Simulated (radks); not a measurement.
All-electron atom: the rubidium ion Rb16+ in [Ar] 3d3.

All-electron calculation, Dirac Kohn-Sham, relativistic LDA (MacDonald-Vosko exchange, VWN5 correlation), spin-unpolarised, spherical densities, finite nucleus; open shells fill j = l - 1/2 first; Fermi nuclear charge, rms radius 4.2036 fm. Program: a radial shooting solver on a logarithmic mesh with Libxc functionals.

Energy parts (eV):
part                       energy
total                  -77429.281
kinetic                 79577.248
electron-nucleus      -175702.038
Hartree                 20772.455
exchange-correlation    -2076.946

Orbitals (lengths in bohr, moments of r in powers of bohr):
orbital,occ.,eigenvalue (eV),<r^4>,small-component weight
1s1/2,2,-15487.04,0.00001251,1.79e-02
2s1/2,2,-2535.846,0.002366,3.62e-03
2p1/2,2,-2354.977,0.001600,3.61e-03
2p3/2,4,-2294.370,0.001742,3.52e-03
3s1/2,2,-757.3977,0.09674,1.08e-03
3p1/2,2,-693.0316,0.09504,1.05e-03
3p3/2,4,-681.5153,0.1009,1.02e-03
3d3/2,3,-574.3845,0.08330,9.35e-04
3d5/2,0,-572.0995,0.08474,9.29e-04
4s1/2,0,-344.6639,1.562,4.39e-04
4p1/2,0,-320.3510,1.710,4.20e-04
4p3/2,0,-316.8546,1.784,4.15e-04

The highest occupied level is 3d3/2 at -574.38 eV. The electron density at the nucleus is 5.447e+04 e/bohr^3. For comparison, the ionisation energy in NIST's Atomic Spectra Database is 601 eV (theoretical). In exact Kohn-Sham theory the highest level is minus the ionisation energy, but local and semilocal functionals leave it too shallow, through self-interaction and a potential that decays too fast; potentials with the right tail come closer. The density falls to 0.001 e/bohr^3 at r = 1.34 bohr. Summed over all electrons, <r^2> = 2.925 bohr^2, which gives a Langevin (diamagnetic) susceptibility term of -2.32 x 10^-6 cm^3/mol.

Beside tabulated values, note that spin-unpolarised runs miss the spin-polarisation part of the exchange energy of open shells.
